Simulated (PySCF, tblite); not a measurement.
C2H6B2Cl2O2.
Geometry (PBE0-D3(BJ)/def2-SVP, Å), atoms numbered from 1 in this order:
```
atom  x, y, z in Å
C1    -1.742   -1.104    0.128
O2    -0.374   -0.809    0.076
B3     0.127    0.448   -0.055
O4     1.470    0.615   -0.117
C5     2.371   -0.463   -0.022
B6    -0.814    1.882   -0.136
Cl7   -1.694    2.477    1.266
Cl8   -0.920    2.823   -1.611
H9    -2.362   -0.202    0.260
H10   -2.055   -1.615   -0.796
H11   -1.936   -1.779    0.977
H12    2.664   -0.626    1.028
H13    3.273   -0.213   -0.599
H14    1.935   -1.397   -0.410
```

Jobs on this species (14 atoms, 78 electrons) with PySCF (density fitting) and tblite. Hardware of each: Intel Xeon Platinum 8488C, one thread, shared host. Other jobs ran on the host; a repeat could differ by tens of per cent or more.

```json
{"level and settings": "CAM-B3LYP/def2-SVPD, IEF-PCM acetone", "work": "6 singlets by full TDDFT, polarisability", "basis functions": "228", "SCF cycles": "?", "wall time": "?"}
{"level and settings": "CAM-B3LYP/pcSseg-1", "work": "shieldings", "basis functions": "180", "SCF cycles": "?", "wall time": "?"}
{"level and settings": "PBE0/pcSseg-1", "work": "shieldings, charges and field gradients, density and orbital grids written", "basis functions": "180", "SCF cycles": "13", "wall time": "35 s"}
{"level and settings": "GFN2-xTB", "work": "Hessian by finite differences", "basis functions": "–", "SCF cycles": "–", "wall time": "0.54 s"}
{"level and settings": "PBE0/pcSseg-1, IEF-PCM acetone", "work": "shieldings, charges and field gradients", "basis functions": "180", "SCF cycles": "13", "wall time": "28 s"}
{"level and settings": "PBE0-D3(BJ)/def2-SVP, grid level 1", "work": "geometry optimisation from a GFN2-xTB start shaken at random", "basis functions": "150", "SCF cycles": "40", "wall time": "63 s"}
{"level and settings": "PBE0/pcSseg-1, IEF-PCM chloroform", "work": "shieldings", "basis functions": "180", "SCF cycles": "12", "wall time": "29 s"}
{"level and settings": "GFN2-xTB", "work": "L-BFGS relaxation", "basis functions": "–", "SCF cycles": "–", "wall time": "0.61 s"}
{"level and settings": "CAM-B3LYP/def2-SVPD", "work": "10 singlets by full TDDFT, 4 Tamm–Dancoff triplets, polarisability, dynamic polarisability, ΔSCF ions, density and orbital grids written", "basis functions": "228", "SCF cycles": "13", "wall time": "6.9 min"}
```

Q: Fill in the missing figures.

A: 
- CAM-B3LYP/def2-SVPD, IEF-PCM acetone; 6 singlets by full TDDFT, polarisability: 49 s, 13 SCF cycles
- CAM-B3LYP/pcSseg-1; shieldings: 33 s, 13 SCF cycles

Q: What do all jobs in the table cost together?

A: About 11 min; the longest takes about 63 % of that, and about 770 times as long as the shortest.
